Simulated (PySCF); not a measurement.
Si(H)(F)(Br)(Me) (CH4BrFSi), SMILES C[SiH](F)Br.

Coordinates come from a PBE0-D3(BJ)/def2-SVP optimisation.

Two levels are set side by side: PBE/def2-TZVP (PySCF) and M06-2X/def2-TZVP (PySCF). Same geometry, gas phase. Differences are taken from unrounded values.

```json
[
 {"quantity": "orbital gap (eV)", "M06-2X": "10.95", "PBE": "6.76", "PBE minus M06-2X": "-4.19"},
 {"quantity": "highest occupied level (eV)", "M06-2X": "-9.72", "PBE": "-7.22", "PBE minus M06-2X": "2.50"},
 {"quantity": "lowest empty level (eV)", "M06-2X": "1.23", "PBE": "-0.46", "PBE minus M06-2X": "-1.69"},
 {"quantity": "dipole moment (D)", "M06-2X": "2.23", "PBE": "2.09", "PBE minus M06-2X": "-0.14"},
 {"quantity": "mean polarisability (bohr³)", "M06-2X": "54.4", "PBE": "57.1", "PBE minus M06-2X": "2.6"}
]
```

PBE's occupied levels lie high since its potential decays too fast outside the molecule; exact exchange lowers them and widens the gap. PBE's more diffuse valence density responds more strongly to a field. Differences between two approximate levels are no errors against the true value.

Rough cost on one machine, each run with all the roots and properties that it gave: M06-2X against PBE about 3 times.
